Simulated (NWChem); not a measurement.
Molecule: CH$_{3}$FMoO$_{2}$; SMILES [O]=[Mo]([CH3])([F])=[O]

No frequency run checked for a minimum. def2 effective core potentials on Mo; no spin-orbit coupling.

Question: Give the equilibrium geometry at PBE0/def2-SVP with def2 effective core potentials on Mo (NWChem) as a Z-matrix, with the point group.

Answer: point group Cs; any orientation.
```
Mo
O 1 1.6672
O 1 1.6672 2 108.03
F 1 1.8464 2 113.81 3 127.42
C 1 2.0906 2 105.25 3 -112.06
H 5 1.1007 1 110.91 2 57.04
H 5 1.1026 6 109.13 1 119.81
H 5 1.1026 6 109.12 7 120.40
```
